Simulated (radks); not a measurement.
Species: Co3+. Configuration: [Ne] 3s1.5 3p6 3d6 4s0.5 (fractional occupations, a model configuration). All-electron calculation, Dirac Kohn-Sham, exchange-only B88, spin-unpolarised, spherical densities, point nucleus; open shells fill j = l - 1/2 first. Program: a radial shooting solver on a logarithmic mesh with Libxc functionals.

Normalised radial functions P(r) = r R(r) (large component), r in bohr:

```
   r/bohr * 4s1/2 (the largest magnitude, 0.757, reaches the edge; | marks zero)
 0.003624                             |*
 0.004719                             | *
 0.006194                             | *
 0.008066                             |  *
   0.0105                             |  *
  0.01368                             |   *
  0.01795                             |    *
  0.02337                             |    *
  0.03044                             |    *
  0.03963                             |   *
   0.0516                             |  *
  0.06774                             |*
   0.0882                           * |
   0.1148                       *     |
   0.1495                     *       |
   0.1963                     *       |
   0.2556                         *   |
   0.3328                             |  *
   0.4334                             |         *
   0.5688                             |             *
   0.7407                             |         *
   0.9645                           * |
    1.256             *               |
    1.648   *                         |
    2.147  *                          |
    2.795         *                   |
     3.64                   *         |
    4.777                          *  |
    6.221                            *|
      8.1                             *
```

4s1/2: eigenvalue -33.167 eV, 3 radial nodes at r = 0.0728, 0.304, 0.930 bohr, <r> = 2.16 bohr, 90 % of the charge inside 3.15 bohr.
